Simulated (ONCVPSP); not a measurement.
## Tc: one change to an ONCV potential, before and after

- Element: Tc
- Generator: ONCVPSP 4.0.1
- Type: optimised norm-conserving Vanderbilt (ONCV)
- Functional: PBE
- Relativity: scalar-relativistic
- Frozen core: [Ar] 3d10 4s2
- Valence charge: 13
- Reference configuration: 4p6 4d5 5s1 5p1
- Partial waves: 5s: rc 2.80 bohr, ncon 3, nbas 8, qcut 2.8 1/bohr, 1 projector; 4p+5p: rc 2.00 bohr, ncon 4, nbas 7, qcut 8.4 1/bohr, 2 projectors; 4d: rc 1.45 bohr, ncon 4, nbas 9, qcut 7.4 1/bohr, 1 projector
- Local potential: polynomial inside 1.15 bohr (lpopt 3, dvloc0 0 Ha)
- Core correction: Teter function fitted to the true core (icmod 2), fcfact 0.6

All-electron outer shells of the reference configuration (PBE, scalar-relativistic, ld1.x):

```tsv
shell	level (eV)	outermost node (bohr)	outermost maximum (bohr)
3d	-251.33	–	0.31
4s	-74.85	0.50	0.95
4p	-46.82	0.51	1.03
4d	-8.04	0.50	1.27
5s	-5.96	1.28	2.69
5p	-2.10	1.45	3.58
```

Change: all radii but the core radius scaled by about 1.34 (s 3.76, p 2.68, d 1.94 bohr); local potential polynomial inside 1.54 bohr (lpopt 3, dvloc0 0 Ha).

Cutoffs: the cutoffs (Ha) at which the residual kinetic energy of the hardest occupied pseudo-wave falls to 1 and 0.1 mHa per electron; they do not see the model core or the augmentation charge, which bear on the density cutoff. Errors are all-electron minus pseudo energies relative to the spin-unpolarised reference configuration.

Problem. What does the change do?

Solution. The potential gets softer (22 Ha and 27 Ha → 19 Ha and 23 Ha); both files keep a bound ghost (s); the number of tests with a reliable result goes from 3 to 4; of the 3 tests that both files solve, the error grows in 3 and shrinks in 0 by more than 15 % and 0.3 meV (median size 5.6 → 12.7 meV). A larger radius leaves more room for a smooth pseudo-wave, so fewer plane waves are needed. More of the atom is replaced by a form fitted at one configuration, so other configurations suffer.

| quantity | base | changed |
| --- | --- | --- |
| cutoff, loose | 22 Ha | 19 Ha |
| cutoff, tight | 27 Ha | 23 Ha |
| loose cutoff by channel | s 3.0 Ha, p 14 Ha, d 22 Ha | s 2.2 Ha, p 14 Ha, d 19 Ha |
| bound ghosts | s | s |
| GHOST(+) flags under 300 eV | none | none |
| tests with a reliable result | 3 of 4 | 4 of 4 |
| error for 4p6 4d5 5s2 5p0, meV [ΔE -3.75 eV] | -5.6 | -13 |
| error for 4p6 4d5 5s1 5p0, meV [ΔE 4.40 eV] | +0.5 | +1.6 |
| error for 4p6 4d5 5s0 5p0, meV [ΔE 19.25 eV] | -7.3 | -33 |
| rms error of d²Exc/dni dnj with the model core, mHa | 0.61 | 0.77 |

 A true bound ghost makes a file unfit for plane-wave use even where its test errors are small: the radial tests pick states by their node count and pass the ghost by.
